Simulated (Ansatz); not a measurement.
C$_{3}$H$_{7}$B$_{2}$Cl, SMILES `C=CB(C)BCl`. The species carries charge 0 and has multiplicity 1.

Cartesian coordinates in Å:
```
C 0.3113 2.0457 -0.5856
C -0.4742 1.1933 0.0790
B -0.1247 -0.3122 0.2339
C 0.7262 -1.0741 -0.8406
B -0.7017 -1.1574 1.5612
Cl -2.2851 -1.9104 1.4475
H 1.1958 1.7068 -1.1166
H 0.1225 3.1154 -0.6081
H -1.3277 1.6170 0.6071
H 0.0178 -1.6999 -1.4029
H 1.4503 -1.7724 -0.4116
H 1.2293 -0.4337 -1.5690
H -0.1397 -1.3182 2.6057
```

Give the diagnostics of a CCSD(T)/def2-TZVPP run (frozen core, the Gaussian-basis code of Ansatz). (Estimate.)

Ansatz gave: T1 = 0.0121, largest single amplitude 0.022, largest double 0.043, (T) share of the correlation energy 4.2 %, 9 CCSD cycles. The RHF solution is stable towards an unrestricted one. T1 lies under the customary mark of 0.02 for closed shells.
